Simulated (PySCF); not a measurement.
HO (SMILES [OH]), doublet, geometry from GFN2-xTB. Base run: MP2/3-21G run with PySCF.

The PySCF input:
```python
from pyscf import gto, scf, mp

mol = gto.M(
    atom='''
O    -0.000000   -0.000000   -0.107036
H     0.000000    0.000000    0.856289
''',
    basis='3-21g',
    charge=0,
    spin=1,
    verbose=4,
)

mf = scf.UHF(mol)
mf.kernel()

pt = mp.MP2(mf, frozen=1)
pt.kernel()
print('E(MP2) = %.10f' % pt.e_tot)
mf.analyze()
```

Variants of this job, named by their change:

| change | basis functions | E (Eh) | MP2 correlation (Eh) | SCF-reference HOMO (eV) | SCF-reference dipole (D) |
|---|---|---|---|---|---|
| base | 11 | -75.05404 | -0.08426 | -13.11 | 1.99 |
| basis = STO-3G | 6 | -74.37745 | -0.01554 | -10.29 | 1.29 |
| basis = pcseg-0 | 11 | … | … | … | … |
| basis = 6-31G | 11 | -75.45111 | -0.08795 | -13.70 | 2.14 |
| basis = pc-1 | … | … | … | … | … |
| basis = 6-311++G** | 29 | -75.57988 | -0.16519 | -13.93 | 1.90 |
| basis = aug-cc-pVDZ | 32 | -75.56544 | -0.16164 | -13.94 | 1.77 |
| basis = cc-pVTZ | … | … | … | … | 1.78 |
| basis = def2-TZVPP | 45 | -75.62242 | -0.19839 | -13.95 | 1.80 |
| basis = aug-cc-pVTZ | 69 | -75.62630 | -0.20447 | -13.99 | 1.76 |
| basis = cc-pVQZ | … | … | … | -13.95 | 1.77 |
| basis = def2-QZVPP | 87 | -75.64450 | -0.21681 | -13.98 | 1.78 |
| basis = def2-QZVP | 87 | -75.64450 | -0.21681 | -13.98 | 1.78 |

Problem. What belongs in the gaps?

Solution. 
- basis = pcseg-0, E (Eh): -75.24957
- basis = pcseg-0, MP2 correlation (Eh): -0.08902
- basis = pcseg-0, SCF-reference HOMO (eV): -13.60
- basis = pcseg-0, SCF-reference dipole (D): 2.08
- basis = pc-1, basis functions: 19
- basis = pc-1, E (Eh): -75.51908
- basis = pc-1, MP2 correlation (Eh): -0.14952
- basis = pc-1, SCF-reference HOMO (eV): -13.89
- basis = pc-1, SCF-reference dipole (D): 1.86
- basis = cc-pVTZ, basis functions: 44
- basis = cc-pVTZ, E (Eh): -75.61889
- basis = cc-pVTZ, MP2 correlation (Eh): -0.19944
- basis = cc-pVTZ, SCF-reference HOMO (eV): -13.88
- basis = cc-pVQZ, basis functions: 85
- basis = cc-pVQZ, E (Eh): -75.64356
- basis = cc-pVQZ, MP2 correlation (Eh): -0.21747

Totals compare only among sets that treat the same electrons; sets with core potentials leave the core out.

Open shells are given as the SCF converged; they aren't shown to be the lowest states, and a large step between rows can be another state.
